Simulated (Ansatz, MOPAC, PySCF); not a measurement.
Stepwise substitution at one centre (In OH-SH). Gas-phase values, no solvent. One relaxed conformer stands for each flexible species; it need not be the lowest. Strings in code marks are SMILES.

Quantity: vertical ionisation energy (energy after one electron is removed minus that of the parent at the parent's geometry), in eV.

Level 1: CAM-B3LYP-D3(BJ)/def2-TZVP (PySCF)
Level 2: minus the HOMO energy of PBE-D3(BJ)/def2-TZVP // CAM-B3LYP-D3(BJ)/def2-TZVP (PySCF)
Level 3: minus the HOMO energy of PM3 // CAM-B3LYP-D3(BJ)/def2-TZVP (MOPAC)
Level 4: HF/def2-TZVPP // CAM-B3LYP-D3(BJ)/def2-TZVP (Ansatz, a quantum-chemistry and plane-wave program)

| species | level 2 | level 3 | level 4 |
|---|---|---|---|
| `[OH][In]([OH])[SH]` | 6.56 | 10.36 | 9.15 |

Problem. What does level 1 give for each?

Solution. 
- `[OH][In]([OH])[SH]`: 10.16
